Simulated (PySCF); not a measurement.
C2H6F2Sn, SMILES [CH3][Sn]([CH3])([F])[F]. Geometry optimised at B3LYP-D3(BJ)/def2-SVP. The def2 effective core potentials stand for the cores of Sn; spin–orbit coupling is left out.

Task: Give the equilibrium geometry at B3LYP-D3(BJ)/def2-SVP (PySCF confirms it by a frequency run) as Cartesian coordinates in Å, and its point group. (The exact figures need the calculation; the answer reports its results.)

Result: point group Cs.
```xyz
11

C      0.0020     0.9995     1.9225
Sn     0.0002     0.0460     0.0000
C      0.0020     0.9995    -1.9225
F     -1.5224    -1.1722     0.0000
F      1.5173    -1.1789     0.0000
H     -0.0018     2.0931     1.8190
H      0.9039     0.6720     2.4574
H     -0.8955     0.6663     2.4612
H     -0.8955     0.6663    -2.4612
H      0.9039     0.6720    -2.4574
H     -0.0018     2.0931    -1.8190
```
Charge 0, spin multiplicity 1.
